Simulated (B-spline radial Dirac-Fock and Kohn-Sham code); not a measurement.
Cs⁺ 5p1/2: cross section and angular parameters

System: the Cs⁺ ion in the configuration [Kr] 4d10 5s2 5p6; threshold 23.54 eV (orbital energy of the model). Method: Dirac-Hartree-Slater photoionisation with a Latter tail; cross sections with all multipoles, angular parameters from the dipole term and its interference with E2. Computed with a radial B-spline solver.

Input of the calculation (task.json; shells as n, l, electrons):

```json
{"items": [{
  "Z": 55,
  "q": 1,
  "cfg": [[1, 0, 2], [2, 0, 2], [2, 1, 6], [3, 0, 2], [3, 1, 6], [3, 2, 10], [4, 0, 2], [4, 1, 6], [4, 2, 10], [5, 0, 2], [5, 1, 6]],
  "A": 133,
  "rrms": 4.8041,
  "do": "xps",
  "hv": [80, 98.4, 100, 101.0, 122.0, 137.0, 197.0, 200, 280.0, 282.0, 400, 413.0, 509.0, 523.0, 708.0, 1320.0, 1486.9, 1760.0, 1880.0, 1970.0, 2000, 2410.0, 3210.0, 4200.0, 6000, 7800.0, 9210.0, 11900.0, 15000]
}]}
```

Command: `python xray2_run.py task.json out`

For linearly polarised light dσ/dΩ = σ/(4π) [1 + β P₂(cos θ) + (δ + γ cos²θ) sin θ cos φ], with θ from the polarisation vector and φ the angle between the beam and the projection of the electron momentum on the plane normal to the polarisation.

```tsv
hν (eV)	σ (kb)	β	γ	δ
80	106	0.145	0.198	-0.013
98.4	70.2	-0.074	0.045	0.005
100	68.4	-0.076	0.034	0.007
101	?	?	?	?
122	51.4	0.029	-0.048	0.022
137	44.8	0.165	-0.053	0.027
197	31.3	0.693	0.059	0.028
200	30.9	0.714	0.065	0.028
280	22.4	1.117	0.196	0.018
282	22.3	1.123	0.198	0.018
400	15.4	1.401	0.249	0.009
413	14.9	1.421	0.249	0.008
509	11.6	1.527	0.226	0.004
523	11.2	1.538	0.221	0.004
708	7.48	1.637	0.143	0.001
1320	2.82	1.714	-0.013	-0.001
1486.9	2.30	1.714	-0.022	-0.002
1760	1.70	1.709	-0.017	-0.002
1880	1.50	1.705	-0.009	-0.002
1970	1.38	1.701	-0.001	-0.001
2000	1.34	1.700	0.002	-0.001
2410	0.933	1.681	0.054	-0.001
3210	0.521	1.640	0.191	0.001
4200	0.292	1.589	0.379	0.006
6000	0.128	1.505	0.702	0.018
7800	0.0675	1.433	0.980	0.034
9210	0.0442	1.382	1.168	0.047
11900	0.0225	1.298	1.471	0.074
15000	0.0119	1.216	1.748	0.106
```

Task: Give the values at 101 eV.

Result: σ = 67.3 kb, β = -0.077, γ = 0.028, δ = 0.008.
